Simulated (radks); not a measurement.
Results of a calculation; reference values are marked as such.
Coulomb parameter of the 5d shell of neutral gold in the model configuration [Xe] 4f14 5d9.5 6s1.5, as a second difference U = [E(n + 0.5) + E(n - 0.5) - 2 E(n)] / (0.5)^2 with all orbitals relaxed. "Bare": the charge of the atom changes with n. "Screened": the 6s shell takes up the change at fixed total charge, which measures U(5d,5d) + U(6s,6s) - 2 U(5d,6s). Level of theory: scalar-relativistic Kohn-Sham, LDA (Slater exchange, Perdew-Wang correlation), spin-unpolarised, spherical densities, finite nucleus; Fermi nuclear charge, rms radius 5.4371 fm (a radial shooting solver on a logarithmic mesh with Libxc functionals). Estimate both.

Answer. U(bare) = 10.088 eV, U(screened by 6s) = 1.171 eV, against the Slater integral F0(5d,5d) = 15.592 eV with frozen orbitals. The step up makes a negative ion, whose loosely bound charge lowers the bare value.
